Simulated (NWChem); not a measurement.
System: C3H4BrF; SMILES C/C(F)=C\Br

```xyz
9

C     -1.4460     1.5992     0.0000
C      0.0318     1.4215     0.0000
F      0.6962     2.6049     0.0000
C      0.7805     0.3189     0.0000
Br     0.0699    -1.4449     0.0000
H     -1.7540     2.1711     0.8837
H     -1.9630     0.6388     0.0000
H     -1.7540     2.1711    -0.8837
H      1.8613     0.3613     0.0000
```
Atoms are numbered in this order, from 1.

Results from NWChem. Structure relaxed at the B3LYP/6-31G* (spherical d) level. GIAO values for the isolated, static molecule; σ is the absolute isotropic shielding, δ = σ(reference) − σ with the isolated reference molecule computed at the same levels (13C: tetramethylsilane, 19F: trichlorofluoromethane, 1H: tetramethylsilane). Spin-orbit effects, on the heavy nuclei and on their neighbours, are missing.

For level KT2/pcSseg-1:

δ C2 (ppm): 163.9
δ F3 (ppm): -116.2
δ C4 (ppm): 100.8
σ Br5 (ppm): 2169.2
δ H9 (ppm): 5.63

Question: How do the values read with level PBE0/pcSseg-1 instead?

Answer: 
| Item | Value |
|---|---|
| δ C2 (ppm) | 172.9 |
| δ F3 (ppm) | -94.2 |
| δ C4 (ppm) | 110.6 |
| σ Br5 (ppm) | 2223.1 |
| δ H9 (ppm) | 5.84 |
